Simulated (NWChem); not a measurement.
Correlation energy of H3Ga

```xyz
4

Ga     0.0000     0.0000     0.0000
H      0.0000     0.0000     1.5807
H      1.3689     0.0000    -0.7903
H     -1.3689     0.0000    -0.7903
```
Charge 0, spin multiplicity 1.

All runs are NWChem calculations. All single points use one geometry, from PBE/def2-SVP, a minimum by its harmonic frequencies.

Basis set: 6-31G*. Each correlation energy counts from its own Hartree-Fock reference.

```
method        correlation energy (mHa)  difference from CCSD(T)
------------  ------------------------  -----------------------
MP2                             -239.3                     +4.5
CCSDT                           -244.0                     -0.2
CR-CCSD(T)                      -243.0                     +0.8
CCSD+T(CCSD)                    -244.8                     -1.0
SCS-MP2                         -224.4                    +19.3
CR-CCSD[T]                      -243.8                     -0.1
CCSD                            -239.1                     +4.6
CCSD(T)                         -243.7                      0.0
```

The values span 20.3 mHa, from CCSD+T(CCSD) (lowest) to SCS-MP2 (highest). 

The Hamiltonian is non-relativistic. The correlated methods keep 9 core orbitals frozen. The Pople sets run with spherical d functions. The structure started from a generated list of species. No row is a measurement; the coupled-cluster row has its own basis-set and correlation limits.
